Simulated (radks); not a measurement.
Excited configurations of Dy IV: one electron is placed in a higher orbital outside [Xe] 4f8. The ground configuration is [Xe] 4f9. All-electron calculation, scalar-relativistic Kohn-Sham, SCAN, spin-polarised, spherical densities, finite nucleus; open shells are filled with parallel spins first (spin-orbit coupling, left out, can overturn this in heavy ions); meta-GGA in the generalised Kohn-Sham scheme; Fermi nuclear charge, rms radius 5.2218 fm. Program: a radial shooting solver on a logarithmic mesh with Libxc functionals. Excitation = E - E(ground); binding = E(ion) - E, where the ion is the core of charge +4; n* = 4/sqrt(2 binding) in atomic units, and the quantum defect is n - n*.

outer orbital  excitation (eV)  binding (eV)     n*  quantum defect
5d                       8.317        32.576  2.585           2.415
5f                      26.851        14.041  3.938           1.062
6p                      17.686        23.206  3.063           2.937
6d                      25.174        15.718  3.722           2.278
6f                      31.704         9.189  4.867           1.133
7p                      27.759        13.134  4.071           2.929
7d                      31.173         9.719  4.733           2.267
7f                      34.475         6.417  5.824           1.176

The Delta-SCF ionisation energy is 40.892 eV (NIST Atomic Spectra Database: 41.2 eV, semi-empirical). Self-interaction in the functional shifts the binding energies and quantum defects, so they are the method's values and not measured ones. Open shells are spherical and high-spin; term and fine-structure splittings are not resolved. Spin-orbit splitting is averaged out at the scalar-relativistic level.
